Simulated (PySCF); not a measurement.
CH₈N₂Si₂.

```xyz
13

N      2.0257    -1.0370     0.6206
Si     0.5199    -0.7921    -0.1745
N     -0.8263    -0.5421     0.8992
C     -1.5903     0.6453     0.5189
Si    -0.3946     1.2592    -0.8636
H      2.4180    -0.3638     1.2674
H      2.7241    -1.6666     0.2458
H      0.4642    -1.9496    -1.1279
H     -1.1863    -1.1363     1.6397
H     -1.7135     1.3663     1.3484
H     -2.5994     0.4199     0.1245
H      0.3143     2.5304    -0.5088
H     -1.0299     1.4425    -2.2071
```

Geometry optimised at PBE0-D3(BJ)/def2-SVP. The structure was generated by enumeration; whether it is a known compound was not checked. One conformer was computed; it need not be the lowest.

Method: PBE/pcSseg-1 run with PySCF. Non-relativistic, no solvent.

Q: Give the absolute GIAO shielding of each atom: isotropic value and principal components (ppm). (The exact figures need the calculation; the answer reports its results.)

A: 
```json
[
 {"atom": "N1", "σ(iso)": "218.4", "σ11": "187.2", "σ22": "220.9", "σ33": "247.2", "span": "60.0"},
 {"atom": "Si2", "σ(iso)": "355.1", "σ11": "310.1", "σ22": "352.5", "σ33": "402.7", "span": "92.6"},
 {"atom": "N3", "σ(iso)": "191.9", "σ11": "133.3", "σ22": "178.4", "σ33": "263.9", "span": "130.6"},
 {"atom": "C4", "σ(iso)": "148.7", "σ11": "122.5", "σ22": "138.2", "σ33": "185.3", "span": "62.7"},
 {"atom": "Si5", "σ(iso)": "375.3", "σ11": "302.3", "σ22": "363.9", "σ33": "459.6", "span": "157.2"},
 {"atom": "H6", "σ(iso)": "30.3", "σ11": "23.9", "σ22": "27.4", "σ33": "39.6", "span": "15.7"},
 {"atom": "H7", "σ(iso)": "30.0", "σ11": "23.7", "σ22": "25.9", "σ33": "40.4", "span": "16.6"},
 {"atom": "H8", "σ(iso)": "25.5", "σ11": "21.8", "σ22": "24.2", "σ33": "30.6", "span": "8.9"},
 {"atom": "H9", "σ(iso)": "30.0", "σ11": "21.0", "σ22": "27.9", "σ33": "41.1", "span": "20.1"},
 {"atom": "H10", "σ(iso)": "28.2", "σ11": "23.8", "σ22": "25.8", "σ33": "35.0", "span": "11.2"},
 {"atom": "H11", "σ(iso)": "28.2", "σ11": "24.1", "σ22": "26.0", "σ33": "34.4", "span": "10.2"},
 {"atom": "H12", "σ(iso)": "26.7", "σ11": "24.3", "σ22": "24.9", "σ33": "31.0", "span": "6.7"},
 {"atom": "H13", "σ(iso)": "26.6", "σ11": "23.9", "σ22": "24.8", "σ33": "31.3", "span": "7.4"}
]
```
